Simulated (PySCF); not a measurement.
C4H6ClF. Atoms are numbered in the order given.

```xyz
12

C     -1.8950    -0.1942    -0.6306
C     -0.9972     0.1838     0.5287
F     -1.7364     0.1668     1.6956
C      0.1597    -0.7523     0.6945
C      1.3268    -0.6738     0.0591
Cl     1.6998     0.5731    -1.0813
H     -2.2676    -1.2221    -0.5107
H     -2.7553     0.4895    -0.6774
H     -1.3370    -0.1282    -1.5755
H     -0.6190     1.2116     0.3873
H      0.0063    -1.5858     1.3875
H      2.1376    -1.3908     0.1996
```

Geometry: PBE0-D3(BJ)/def2-SVP. The structure was generated by enumeration; whether it is a known compound was not checked. The values are those of a single conformer.

The numbers are results of PySCF with PBE/pcSseg-1, not measurements.

GIAO shieldings, no solvent; atoms alike by connectivity are averaged. δ = σ(ref) − σ: ¹³C against TMS (σ = 182.0 ppm); ¹⁹F against CFCl3 (σ = 133.6 ppm); ³⁵Cl against HCl (σ = 936.5 ppm); ¹H against TMS (σ = 31.49 ppm), references at their B3LYP-D3(BJ)/def2-TZVP geometries, non-relativistic (without spin–orbit terms, shifts of atoms bonded to Cl or Br come out too high).

```
nucleus       atoms  count  δ (ppm)
-------  ----------  -----  -------
¹³C              C4      1    144.5
¹³C              C5      1    130.5
¹³C              C2      1     93.0
¹³C              C1      1     23.6
¹⁹F              F3      1   -231.8
³⁵Cl            Cl6      1    224.7
¹H              H11      1     6.46
¹H              H12      1     6.24
¹H              H10      1     5.88
¹H       H7, H8, H9      3     1.64
```
